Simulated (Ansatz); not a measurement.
Si(CN)2H2 (C₂H₂N₂Si). Charge 0, multiplicity 3. Geometry r2SCAN-D4/def2-SVP, that of the neutral singlet; atoms count from 1.

```xyz
7

Si   -0.5641   -0.0896   -0.1305
C     0.6823    0.7759   -1.1883
N     1.4550    1.3227   -1.8664
C     0.3012   -0.6184    1.4166
N     0.8318   -0.9596    2.3952
H    -1.0583   -1.2901   -0.8452
H    -1.6480    0.8590    0.2185
```

At PBE0-D4/def2-TZVP a singlet of charge 0 lies 5.68 eV below the triplet at the same geometry.

(1) Estimate the Mulliken populations from the PBE0/def2-TZVP orbitals of Ansatz.

(2) Where does the spin sit?

(3) And the Mayer bond orders between heavy atoms (over 0.3)?

Answers

(1) 
```tsv
atom	charge (e)	spin (α − β)
Si1	0.26	0.13
C2	-0.20	0.03
N3	-0.03	0.03
C4	-0.09	0.83
N5	0.00	0.95
H6	0.03	0.01
H7	0.03	0.01
```
Mulliken values depend strongly on the basis.

(2) Summed by element: Si 0.13, C 0.87, N 0.98, H 0.02, of 2 unpaired in all. Largest on single atoms: N5 0.95, C4 0.83, Si1 0.13.

(3) Si1–C2 0.90 (1.85 Å); Si1–C4 1.13 (1.85 Å); C2–N3 2.93 (1.16 Å); C4–N5 1.99 (1.16 Å).
